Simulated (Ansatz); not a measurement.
Reactions of CH$_{4}$Cl$_{2}$OSeSn, SMILES `C[O][Sn]([Cl])([Cl])[SeH]`.

Gas-phase electronic energies from Ansatz, PBE0-D4/def2-TZVP geometries. CCSD(T)/CBS is the MP2 limit (def2-TZVPP, def2-QZVPP) plus CCSD(T) − MP2 in def2-TZVPP, frozen cores. This one scheme is used for every species. Double bonds are as drawn, so ΔE can hold a change between cis and trans. Elements past krypton have def2 core potentials. For Ga, In, Se, Sn outer-core shells are correlated without core-valence functions, which leaves a few kJ/mol of doubt a bond. Scalar relativity is left out up to krypton. Each species was taken in one conformer, which may not be the lowest.

Problem. Order these by ΔE at CCSD(T)/CBS, lowest first. (Best estimate.)
A. `C[O][Sn]([Cl])([Cl])[SeH]` + `O/C=C\Cl` → `O/C=C(/Cl)[SeH]` + `C[O][SnH]([Cl])[Cl]`
B. `C[O][Sn]([Cl])([Cl])[SeH]` + `[F][Ga]([SH])[SH]` → `C[O][Sn]([SH])([Cl])[Cl]` + `[F][Ga]([SH])[SeH]`
C. `C[O][Sn]([Cl])([Cl])[SeH]` + `N#[C][InH2]` → `[Cl][SnH]([Cl])[SeH]` + `C[O][InH][C]#N`
D. `C[O][Sn]([Cl])([Cl])[SeH]` + `OC=S` → `OC(=S)[SeH]` + `C[O][SnH]([Cl])[Cl]`
E. `C[O][Sn]([Cl])([Cl])[SeH]` + `CO[SiH2]S` → `CO[SiH2][SeH]` + `C[O][Sn]([SH])([Cl])[Cl]`
F. `C[O][Sn]([Cl])([Cl])[SeH]` + `C=C(C)O` → `C=C(C)[SeH]` + `C[O][Sn]([OH])([Cl])[Cl]`
G. `C[O][Sn]([Cl])([Cl])[SeH]` + `COCF` → `C[O][SnH]([Cl])[Cl]` + `COC(F)[SeH]`

Solution. C (-0.06 eV), B (+0.05 eV), E (+0.18 eV), F (+0.51 eV), D (+0.93 eV), G (+1.40 eV), A (+1.53 eV).

Largest T1 diagnostic: 0.018, for `OC=S`.
